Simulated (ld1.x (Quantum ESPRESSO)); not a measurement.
What one change does to a pseudopotential (osmium (Os), ultrasoft)

- Element: Os
- Generator: ld1.x (Quantum ESPRESSO) 7.5
- Type: ultrasoft
- Functional: PW91
- Relativity: scalar-relativistic
- Frozen core: [Xe] 4f14
- Valence charge: 8
- Reference configuration: 5d6 6s2 6p0
- Partial waves: 6s (bound): rcut 2.15, rcutus 2.95 bohr; 6s channel at -0.1 Ry: rcut 2.15, rcutus 2.95 bohr; 6p (bound, empty): rcut 3.20, rcutus 3.50 bohr; 6p channel at 1.3 Ry: rcut 3.20, rcutus 3.50 bohr; 5d (bound): rcut 1.95, rcutus 2.10 bohr; 5d channel at 0.45 Ry: rcut 1.95, rcutus 2.10 bohr; 5f channel at 0.3 Ry: rcut 2.10, rcutus 2.70 bohr; 5f channel at 2.2 Ry: rcut 2.10, rcutus 2.70 bohr
- Local potential: all-electron potential smoothed inside 2.15 bohr (lloc = -2)
- Core correction: Bessel-smoothed model core, default radius (core density twice the valence density)
- Augmentation charge: built from norm-conserving waves at rcut, not smoothed further

Change: wave 6p channel at 1.3 Ry: rcut 3.20, rcutus 3.50 bohr becomes 6p channel at 4.61 Ry: rcut 3.20, rcutus 3.50 bohr.

Cutoffs: the cutoffs (Ry, on a coarse ladder) from which the occupation-weighted sum of valence levels, in a spherical-Bessel basis at the reference potential, stays within 10 and 1 mRy of its value at 400 Ry; they do not see the model core or the augmentation charge, which bear on the density cutoff. Errors are all-electron minus pseudo energies relative to the spin-unpolarised reference configuration.

Problem. How do hardness, ghosts and transferability respond?

Solution. The potential gets neither clearly harder nor softer (25 Ry and 40 Ry → 25 Ry and 40 Ry); both files keep a bound ghost (p); the number of tests with a reliable result goes from 7 to 3 (the test run of the changed file stopped, so its transferability is not established); the errors of the 3 common tests hardly move; the range in which the p phases agree widens (upper end 0.0 → 1.7).

| quantity | base | changed |
| --- | --- | --- |
| cutoff, loose | 25 Ry | 25 Ry |
| cutoff, tight | 40 Ry | 40 Ry |
| bound ghosts | p | p |
| tests with a reliable result | 7 of 7 | 3 of 7 (the test run stopped) |
| error for 5d6 6s1 6p0, meV [ΔE 9.65 eV] | -12 | -12 |
| error for 5d6 6s0 6p0, meV [ΔE 26.64 eV] | -54 | -54 |
| error for 5d5 6s0 6p0, meV [ΔE 55.57 eV] | -104 | -104 |
| s: phases at 3.81 bohr within 0.05 rad from the reference energy up to (Ry; the scan ends near 5) | 1.6 | 1.6 |
| p: phases at 3.81 bohr within 0.05 rad from the reference energy up to (Ry; the scan ends near 5) | 0.0 | 1.7 |
| d: phases at 3.81 bohr within 0.05 rad from the reference energy up to (Ry; the scan ends near 5) | 2.7 | 2.7 |
| f: phases at 3.81 bohr within 0.05 rad from the reference energy up to (Ry; the scan ends near 5) | 3.1 | 3.1 |
| lowest overlap eigenvalue by channel | s 0.32, p 0.44, d 1.00, f 0.96 | s 0.32, p 0.06, d 1.00, f 0.96 |

 A true bound ghost makes a file unfit for plane-wave use even where its test errors are small: the radial tests pick states by their node count and pass the ghost by.
